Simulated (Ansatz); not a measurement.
# A relaxation, step by step

Si₄H₁₃O₂F, closed shell, PBE0-D4/def2-TZVP (Ansatz 0.2.0). Settings:

```yaml
hamiltonian: {xc: pbe0, dispersion: d4}
relax: {f_tol: 0.005, max_steps: 200}
```

Start, a step off a saddle point along its unstable mode:

```
20
angstrom
Si -1.2302 -0.0849 -0.2659
Si 1.9155 -0.3501 0.3680
Si -1.0026 -0.0320 2.0892
Si -0.5278 -1.9217 -1.5965
F -2.8528 -0.1274 -0.4911
H 0.1635 2.2447 -0.5021
O -0.9429 1.3897 -0.9708
H 1.1903 1.2560 0.1678
O 0.8984 2.5432 -0.1394
H 1.2791 -1.7807 0.4287
H 2.8278 -0.4691 -0.7954
H 2.8248 -0.2982 1.5780
H -0.7518 1.3851 2.4796
H -2.2968 -0.4644 2.7080
H 0.0774 -0.9018 2.6136
H -1.5770 -1.9990 -2.6483
H -0.5727 -3.1693 -0.7919
H 0.7825 -1.7977 -2.2572
H -1.7853 1.7901 -1.2159
H 1.5805 2.7875 -0.7582
```

```json
{"step": "1", "energy less the last (meV)": "2137.7", "largest force component (eV/Å)": "6.799"}
{"step": "4", "energy less the last (meV)": "461.7", "largest force component (eV/Å)": "0.923"}
{"step": "7 (rejected trial)", "energy less the last (meV)": "202.4", "largest force component (eV/Å)": "0.988"}
{"step": "10", "energy less the last (meV)": "107.8", "largest force component (eV/Å)": "0.093"}
{"step": "13", "energy less the last (meV)": "93.8", "largest force component (eV/Å)": "0.147"}
{"step": "16 (rejected trial)", "energy less the last (meV)": "82.9", "largest force component (eV/Å)": "0.896"}
{"step": "19", "energy less the last (meV)": "62.2", "largest force component (eV/Å)": "0.773"}
{"step": "22", "energy less the last (meV)": "25.3", "largest force component (eV/Å)": "0.262"}
{"step": "25", "energy less the last (meV)": "8.7", "largest force component (eV/Å)": "0.241"}
{"step": "28", "energy less the last (meV)": "5.3", "largest force component (eV/Å)": "0.089"}
{"step": "31", "energy less the last (meV)": "2.6", "largest force component (eV/Å)": "0.111"}
{"step": "34", "energy less the last (meV)": "0.8", "largest force component (eV/Å)": "0.106"}
{"step": "37", "energy less the last (meV)": "0.2", "largest force component (eV/Å)": "0.038"}
{"step": "40", "energy less the last (meV)": "0.0", "largest force component (eV/Å)": "0.005"}
{"step": "43", "energy less the last (meV)": "0.0", "largest force component (eV/Å)": "0.003"}
{"step": "46", "energy less the last (meV)": "0.0", "largest force component (eV/Å)": "0.004"}
```

Step 25, positions (Å) and forces (eV/Å):

```csv
atom,x,y,z,Fx,Fy,Fz
Si1,-1.742,0.062,-0.351,-0.027,-0.013,0.015
Si2,2.740,-0.718,0.265,-0.006,-0.005,-0.010
Si3,-1.053,0.345,1.877,0.010,0.015,0.003
Si4,-0.935,-1.825,-1.513,0.001,0.011,0.009
F5,-3.345,-0.111,-0.335,0.033,0.017,-0.006
H6,-0.150,2.563,-0.237,0.137,0.048,0.210
O7,-1.392,1.439,-1.209,-0.011,-0.044,-0.017
H8,1.976,0.364,-0.411,0.008,-0.010,0.003
O9,0.379,2.750,0.556,0.026,-0.071,-0.241
H10,1.819,-1.831,0.607,0.009,0.015,-0.002
H11,3.797,-1.210,-0.656,-0.013,0.002,0.014
H12,3.360,-0.180,1.502,0.000,0.000,-0.005
H13,-1.533,1.626,2.446,0.002,-0.021,-0.002
H14,-1.705,-0.784,2.605,0.005,0.004,-0.010
H15,0.413,0.183,2.025,-0.007,0.001,0.007
H16,-1.748,-2.027,-2.746,-0.001,-0.002,-0.002
H17,-1.014,-3.051,-0.675,-0.001,0.015,-0.003
H18,0.479,-1.606,-1.919,0.000,-0.013,-0.008
H19,-1.633,1.457,-2.138,0.000,0.018,0.000
H20,1.288,2.554,0.306,-0.164,0.034,0.044
```

Last step (46):

| atom | x (Å) | y (Å) | z (Å) |
| --- | --- | --- | --- |
| Si1 | -1.5942 | 0.0548 | -0.3879 |
| Si2 | 2.5966 | -0.6866 | 0.1693 |
| Si3 | -0.9879 | 0.3146 | 1.8677 |
| Si4 | -0.9513 | -1.9346 | -1.4803 |
| F5 | -3.2051 | 0.0349 | -0.4278 |
| H6 | -0.1346 | 2.6378 | -0.1460 |
| O7 | -1.0845 | 1.3706 | -1.2586 |
| H8 | 1.7924 | 0.3666 | -0.5023 |
| O9 | 0.2319 | 2.9100 | 0.7060 |
| H10 | 1.6940 | -1.7514 | 0.6739 |
| H11 | 3.5517 | -1.2684 | -0.8075 |
| H12 | 3.3414 | -0.0845 | 1.3039 |
| H13 | -1.6441 | 1.4979 | 2.4703 |
| H14 | -1.5267 | -0.9165 | 2.5182 |
| H15 | 0.4791 | 0.3225 | 2.0804 |
| H16 | -1.7800 | -2.1022 | -2.7075 |
| H17 | -1.1538 | -3.1115 | -0.5952 |
| H18 | 0.4779 | -1.8810 | -1.8907 |
| H19 | -1.2860 | 1.3975 | -2.1964 |
| H20 | 1.1832 | 2.8295 | 0.6106 |

Hardware: 4 CPU threads of an AMD EPYC 7R13 and a share of one NVIDIA H100, shared host. Wall time 99 s; peak host memory 1.1 GiB.
